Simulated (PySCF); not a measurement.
Rigid-rotor lines calculated for a species of formula ClF6HP2Pd (commonest isotopes; PySCF, PBE0-D3(BJ)/def2-SVP geometry optimisation, gas phase, def2 core potentials past Kr), labelled J(Ka,Kc):

| transition | MHz |
| --- | --- |
| 1(1,1) ← 0(0,0) | 1597.6 |
| 2(0,2) ← 1(0,1) | 1341.9 |
| 1(0,1) ← 0(0,0) | 671.6 |
| 2(1,2) ← 1(1,1) | 1304.4 |
| 2(1,1) ← 1(1,0) | 1381.8 |

Task: Find the rotational constants.

Result: 1(0,1) ← 0(0,0) is B + C, 2(1,1) ← 1(1,0) is 3B + C and 2(1,2) ← 1(1,1) is B + 3C, so B − C is half the difference of the last two, 38.7 MHz. 1(1,1) ← 0(0,0) is A + C. A = 1281.1, B = 355.1, C = 316.4 MHz.

Task: What moments of inertia, asymmetry and inertial defect follow?

Result: I = 505379 MHz·u·Å² over each constant: Ia = 394.48, Ib = 1423.12, Ic = 1597.08 u·Å²; κ = (2B − A − C)/(A − C) = -0.920 (near-prolate asymmetric top); Δ = Ic − Ia − Ib = -220.52 u·Å².

Task: Which dipole components do these lines need?

Result: μa and μb (a-type: ΔKa even, ΔKc odd; b-type: both odd). The calculation gives |μa| = 0.11 D, |μb| = 3.14 D, |μc| = 0.01 D.

Task: Predict further lines from these constants: 2(2,1) ← 2(1,2); 3(1,2) ← 3(0,3); 3(1,3) ← 2(1,2); 3(3,0) ← 3(2,1); 3(2,1) ← 3(1,2); 3(2,1) ← 2(1,2); 1(1,0) ← 1(0,1); 3(3,1) ← 3(2,2); 3(3,1) ← 2(2,0); 3(1,2) ← 2(1,1); 2(2,0) ← 2(1,1).

Result: 
```
     transition   MHz  type  branch
1(1,0) ← 1(0,1)   965     b       Q
3(1,2) ← 3(0,3)  1067     b       Q
3(1,3) ← 2(1,2)  1956     a       R
3(1,2) ← 2(1,1)  2072     a       R
3(2,1) ← 3(1,2)  2727     b       Q
2(2,0) ← 2(1,1)  2779     b       Q
2(2,1) ← 2(1,2)  2894     b       Q
3(3,0) ← 3(2,1)  4722     b       Q
3(3,1) ← 3(2,2)  4727     b       Q
3(2,1) ← 2(1,2)  4915     b       R
3(3,1) ← 2(2,0)  6741     b       R
```

Task: Which structure gave them?

Result: `[H][Pd]([Cl])(<-[P](F)(F)F)<-[P](F)(F)F` (trans-PdH(PF3)2Cl). Three constants can't fix a structure by themselves; this is the one that was computed:
```
atom  x, y, z in Å
Pd1    0.072   -0.018    0.021
H2     1.603   -0.137    0.226
P3     0.231    2.201    0.134
F4     1.620    2.901    0.385
F5    -0.613    2.927    1.240
F6    -0.224    3.002   -1.135
Cl7   -2.250    0.207   -0.283
P8    -0.039   -2.236   -0.106
F9    -0.961   -2.960    0.939
F10    1.253   -3.122    0.050
F11   -0.594   -2.851   -1.440
```

Stationary, but not proved a minimum. These are rigid-rotor constants of the computed structure; measured ground-state constants (B0) also hold zero-point vibration. Quadrupole hyperfine structure (35Cl) is left out.
